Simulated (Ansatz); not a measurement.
Calculated with Ansatz (gas phase, PBE0-D4/def2-TZVP geometries, no zero-point term in ΔE). CCSD(T)/CBS adds triple-zeta CCSD(T) − MP2 to the extrapolated MP2 energy (def2 sets, frozen cores). Elements past krypton have def2 core potentials. For In outer-core shells are correlated without core-valence functions, which leaves a few kJ/mol of doubt a bond. Each species was taken in one conformer, which may not be the lowest.

Consider the substitution at a C–O bond: `CCCOC` + `[OH][In]([F])[F]` → `C[O][In]([F])[F]` + `CCCO`.

```json
{"species": "`CCCOC`", "HF/def2-QZVPP energy (Eh)": "-232.24635"}
{"species": "`[OH][In]([F])[F]`", "HF/def2-QZVPP energy (Eh)": "-463.74159"}
{"species": "`C[O][In]([F])[F]`", "HF/def2-QZVPP energy (Eh)": "-502.77180"}
{"species": "`CCCO`", "HF/def2-QZVPP energy (Eh)": "-193.20697"}
```

Work out ΔE.

ΔE = (-502.77180) + (-193.20697) − (-232.24635) − (-463.74159) = 0.00917 Eh = +0.25 eV. CCSD(T)/CBS gives +0.26 eV.

Largest T1 diagnostic among the species: 0.018.

From BLYP to BHLYP (50 % exact exchange), in def2-TZVPP and without D4, ΔE moves by +0.04 eV. Leaving LDA and LC-ωPBE aside and taking each functional with its dispersion term where it has one, the values, not all of them listed here, spread over 0.05 eV, from BLYP-D4 to B97M-V. LDA lies +0.05 eV from PBE without D4.
